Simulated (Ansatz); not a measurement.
Species: H3BFSi, SMILES `F[B][SiH3]` (charge 0, multiplicity 2).

Q: Give a relaxed geometry from PBE-D3(BJ)/def2-TZVP (Ansatz, a program for electronic structure).

A: the end point of this relaxation (outside a Z-matrix the atoms follow the SMILES, hydrogens last).
Z-matrix (Å, degrees):
```
Si
H 1 1.4963
H 1 1.4963 2 108.34
H 1 1.5025 2 109.16 3 -118.76
B 1 2.0314 2 105.52 3 112.58
F 5 1.3121 1 130.19 2 122.81
```
